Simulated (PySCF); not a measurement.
# A search over the determinants of ZnI⁺

Unrestricted PBE0; basis Zn def2-SVP, I def2-SVP with ECP28; scalar-relativistic core potentials; PySCF 2.14. Outer shells of the fragments: Zn+ 3d10 4s1; I 4d10 5s2 5p5.

Followed along the bond (rough minima from three points):

```csv
2Ms+1,unpaired,⟨S²⟩ at the start,R at minimum (Å),Te (eV)
1,none,0.00,2.40,0.00
3,"σ ↑, π ↑",2.00,none in the scan,≤ 1.14
1,"σ ↑, π ↓",1.00,none in the scan,≤ 1.22
```

Solutions found at the starting distance of 2.600 Å, counted from the lowest of them; the search is not exhaustive and high or unbound solutions are not listed, so other states can lie among these:

```json
{"2Ms+1": "1", "unpaired": "none", "term": "¹Σ⁺", "E (eV)": "0.00", "⟨S²⟩": "0.00", "⟨Lz²⟩": "0.00", "μ (D)": "-7.90"}
{"2Ms+1": "3", "unpaired": "σ ↑, π ↑", "term": "³Π", "E (eV)": "1.05", "⟨S²⟩": "2.00", "⟨Lz²⟩": "1.00", "μ (D)": "-2.60"}
{"2Ms+1": "1", "unpaired": "σ ↑, π ↓", "term": "mixed", "E (eV)": "1.13", "⟨S²⟩": "1.00", "⟨Lz²⟩": "1.00", "μ (D)": "-2.65"}
{"2Ms+1": "3", "unpaired": "σ ↑↑", "term": "³Σ⁺", "E (eV)": "2.70", "⟨S²⟩": "2.00", "⟨Lz²⟩": "0.00", "μ (D)": "-4.10"}
{"2Ms+1": "3", "unpaired": "π ↑↑", "term": "³Σ⁻", "E (eV)": "5.33", "⟨S²⟩": "2.00", "⟨Lz²⟩": "0.00", "μ (D)": "3.90"}
{"2Ms+1": "3", "unpaired": "π ↑↑", "term": "mixed", "E (eV)": "5.73", "⟨S²⟩": "2.01", "⟨Lz²⟩": "2.01", "μ (D)": "-3.07"}
{"2Ms+1": "1", "unpaired": "π ↑↓", "term": "mixed", "E (eV)": "5.74", "⟨S²⟩": "1.01", "⟨Lz²⟩": "2.01", "μ (D)": "3.82"}
{"2Ms+1": "1", "unpaired": "π ↑↓", "term": "mixed", "E (eV)": "5.85", "⟨S²⟩": "1.03", "⟨Lz²⟩": "2.01", "μ (D)": "-2.99"}
{"2Ms+1": "3", "unpaired": "π ↑↑", "term": "mixed", "E (eV)": "5.87", "⟨S²⟩": "2.01", "⟨Lz²⟩": "2.01", "μ (D)": "-3.07"}
{"2Ms+1": "1", "unpaired": "none", "term": "mixed", "E (eV)": "6.95", "⟨S²⟩": "0.00", "⟨Lz²⟩": "2.00", "μ (D)": "3.56"}
{"2Ms+1": "3", "unpaired": "σ ↑, π ↑", "term": "³Π", "E (eV)": "7.37", "⟨S²⟩": "2.01", "⟨Lz²⟩": "1.00", "μ (D)": "-4.14"}
```

A term symbol is given only where ⟨S²⟩ and ⟨Lz²⟩ are close to those of a pure state; real π, δ and φ orbitals otherwise mix terms. A positive dipole points towards I; it is taken about the centre of mass and depends on that origin.

Spin–orbit coupling is left out. Counting both spins, an empty level lies below a filled one in some of these solutions, because spin and occupation are held.
